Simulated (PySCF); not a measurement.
Several species in one continuum solvent.

Computed with PySCF at PBE0/pcSseg-1, non-relativistic, each on one gas-phase PBE0-D3(BJ)/def2-SVP geometry that isn't relaxed in the solvent. The solvent is an IEF-PCM continuum (cavity from Bondi-type radii × 1.2). Only the electrostatic response of the medium enters.

Question: Order them by E(solvent) − E(gas) in chloroform (ε = 4.711), most negative first (kJ/mol).
A. `[CH2:1]1[CH2:2][CH:3]([PH+:4]2[CH2:5][CH2:6][O:7][CH2:8][CH2:9]2)[CH2:10]1` (charge +1) with C2–C3–P4–C5 171°, C10–C1–C2–C3 -11°, C1–C2–C3–P4 -105°, C3–P4–C5–C6 172°, P4–C5–C6–O7 1°
B. `[CH3:1][CH2:2][C@@H:3]([CH3:4])[N:5]([CH3:6])[NH:7][CH3:8]` with C1–C2–C3–C4 178°, C2–C3–N5–C6 -67°, C3–N5–N7–C8 -140°
C. `[CH3:1][CH2:2][P+:3]1([CH3:4])[CH2:5][CH2:6][C:7](=[O:8])[CH2:9][CH2:10]1` (charge +1) with C1–C2–P3–C4 -177°, C2–P3–C5–C6 177°, P3–C5–C6–C7 -40°, C5–C6–C7–O8 157°, C6–C7–C9–C10 68°
D. `[CH3:1][CH:2]([CH3:3])[c:4]1[cH:5][n:6][c:7]([Cl:8])[cH:9][p:10]1` with C1–C2–C4–C5 61°

Answer: C (-190.8), A (-174.2), D (-13.9), B (-10.3).

```json
{"SMILES": "CC[P+]1(C)CCC(=O)CC1", "charge": "1", "ΔE (kJ/mol)": "-190.8", "polarisation term (kJ/mol)": "-197.0", "HOMO shift (eV)": "+2.75", "dipole gas (D)": "–", "dipole solvent (D)": "–", "atoms": "26"}
{"SMILES": "C1CC([PH+]2CCOCC2)C1", "charge": "1", "ΔE (kJ/mol)": "-174.2", "polarisation term (kJ/mol)": "-177.8", "HOMO shift (eV)": "+3.06", "dipole gas (D)": "–", "dipole solvent (D)": "–", "atoms": "26"}
{"SMILES": "CC(C)c1cnc(Cl)cp1", "charge": "0", "ΔE (kJ/mol)": "-13.9", "polarisation term (kJ/mol)": "-15.7", "HOMO shift (eV)": "+0.04", "dipole gas (D)": "3.06", "dipole solvent (D)": "3.82", "atoms": "19"}
{"SMILES": "CC[C@@H](C)N(C)NC", "charge": "0", "ΔE (kJ/mol)": "-10.3", "polarisation term (kJ/mol)": "-11.2", "HOMO shift (eV)": "+0.02", "dipole gas (D)": "1.13", "dipole solvent (D)": "1.47", "atoms": "24"}
```

The ions come first: each gains 174.2 kJ/mol or more, the neutral species gain 13.9 at most. The polarisation term is half the interaction of the solute with the induced surface charges. No dipole is given for ions, as it depends on the origin.
